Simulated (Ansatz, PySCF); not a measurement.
C4H10OSi, SMILES C1[C@@](C)([SiH3])OC1.

The structure is a stationary point at B3LYP-D3(BJ)/def2-SVP. The structure was generated by enumeration; whether it is a known compound was not checked.

Vertical ionisation energy (IE) and electron affinity (EA) in eV. Rows of orbital energies are one-electron estimates. Where ΔSCF, EOM or ADC give a negative EA the extra electron is unbound and the value depends on the basis.

| level | IE | EA |
|---|---|---|
| −ε(HOMO), −ε(LUMO), PBE0/def2-TZVP (PySCF) | 6.87 | -0.64 |
| −ε(HOMO), −ε(LUMO), PBE/def2-TZVP (PySCF) | 5.44 | 0.18 |
| ΔSCF, CAM-B3LYP/def2-SVPD (Ansatz), final states of multiplicity 2 and 2 | 9.03 | -1.72 |
| ΔSCF, PBE/def2-SVPD (Ansatz), final states of multiplicity 2 and 2 | 8.57 | -1.38 |

What vertical singlet–triplet gap does ΔSCF give with CAM-B3LYP/def2-SVPD (Ansatz, an electronic-structure program) and with PBE/def2-SVPD (Ansatz)? (The exact figures need the calculation; the answer reports its results.)

6.34 and 5.53 eV (triplet above singlet where positive).
